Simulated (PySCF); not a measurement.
NMR data simulated for an unnamed compound:

¹H NMR (400 MHz, computed): δ 8.58 (m, 1H), 8.37 (m, 1H), 4.08 (s, 3H), 2.80 (s, 1H).

¹³C{¹H} NMR (computed): δ 170.9 (C), 149.5 (CH), 149.4 (C), 143.3 (CH), 89.3 (C), 86.3 (CH), 55.5 (CH3).

Single conformer, no relativistic terms, averaged over atoms made equivalent by symmetry, fast rotation or ring inversion, isolated molecule. σ from GIAO-PBE0/pcSseg-1; coordinates at the GFN2-xTB level; PySCF 2.14.0 with density-fitted response routines.

Chemical shifts δ = σref − σ; ¹H and ¹³C vs TMS, all at this level.

Which of these does the molecule contain: a CH3CH2 unit, a C≡C triple bond, an OH group, an S-methyl group, a methoxy group, a heteroaromatic ring?

## Answers


- A CH3CH2 unit: no.
- A C≡C triple bond: yes (δC 86.3, 89.3; δH 2.80 (s)).
- An OH group: no.
- An S-methyl group: no.
- A methoxy group: yes (δC 55.5; δH 4.08 (s)).
- A heteroaromatic ring: yes.

The data belong to `C#Cc1cpcc(OC)n1`, C7H6NOP; they needn't prove each group on their own.

Carbon signals by region: 1 in the far downfield region (above 160 ppm), 3 in the sp2 and nitrile region (100–160 ppm), 3 at 50–100 ppm. Above 160 ppm: 170.9, aromatic carbon bearing oxygen.

Splittings by ³¹P in the carbon and heteronuclear signals aren't shown, as no couplings were computed. Shifts are as computed. Against solution values, carbons near 30 ppm lie about +3 ppm off and those near 130 ppm about +5 ppm. Of 1211 compounds with measured shifts, 218 miss one by over three times the rms of a fit or turn the order of signals round; such compounds aren't used in these exercises. No couplings were computed; multiplicities are counted from neighbouring protons, with m where these are inequivalent, close in shift, in a saturated or five-membered ring or joined by F or P, and br s for small geminal =CH2 splittings.
